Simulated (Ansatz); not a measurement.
`[CH3][GeH]([Cl])[C]#N` + HI → `[CH3][GeH]([Cl])[I]` + `C#N` at 298.15 K and 1 bar (ligand exchange at a Ge–C bond).

Computed with Ansatz on PBE0-D4/def2-TZVP structures; ΔE is electronic, products minus reactants. CCSD(T)/CBS adds triple-zeta CCSD(T) − MP2 to the extrapolated MP2 energy (def2 sets, frozen cores). This one scheme is used for every species. Elements past krypton have def2 core potentials. For Ge, I outer-core shells are correlated without core-valence functions, which leaves a few kJ/mol of doubt a bond. Scalar relativity is left out up to krypton.

```
                species  CCSD(T)/CBS energy (Eh)  H − E (kJ/mol)  S (J/(mol·K))
`[CH3][GeH]([Cl])[C]#N`              -2669.14278           164.9          360.5
                     HI               -298.03592            22.7          206.5
  `[CH3][GeH]([Cl])[I]`              -2873.88412           143.5          365.9
                  `C#N`                -93.32098            52.4          201.2
```

H − E and S are ideal-gas, rigid-rotor, harmonic terms from PBE0-D4/def2-TZVP, for one conformer and one mirror image of each species. 1 Eh = 2625.50 kJ/mol, R = 8.31446 J/(mol·K).

Problem. By hand: ΔE, ΔH, ΔS and ΔG.

Solution. ΔE = (-2873.88412) + (-93.32098) − (-2669.14278) − (-298.03592) = -0.02640 Eh = -69.3 kJ/mol. Δ(H − E) = 143.5 + 52.4 − 164.9 − 22.7 = 8.3, so ΔH = -61.0 kJ/mol. ΔS = 365.9 + 201.2 − 360.5 − 206.5 = 0.1 J/(mol·K). ΔG = -61.0 − 298.15 × (0.1)/1000 = -61.0 kJ/mol.

Problem. By hand: the equilibrium constant, and the temperature at which ΔG would vanish if ΔH and ΔS stayed fixed.

Solution. log₁₀ K = −ΔG/(RT ln 10) = 10.7. ΔH and −TΔS have one sign here, so there is no such temperature. One of them is within its doubt of zero, so this could turn.

The number of gas molecules stays the same, so ΔS is small and ΔH decides. A doubt of 5 kJ/mol in ΔE shifts log₁₀ K by 0.9 here. Other conformers and mirror images would add mixing entropy, several J/(mol·K) or more a flexible species. These are equilibria of isolated gas molecules and say nothing of rates. Largest T1 diagnostic: 0.014 (customary marks: 0.02 for closed shells, 0.045 for open ones).
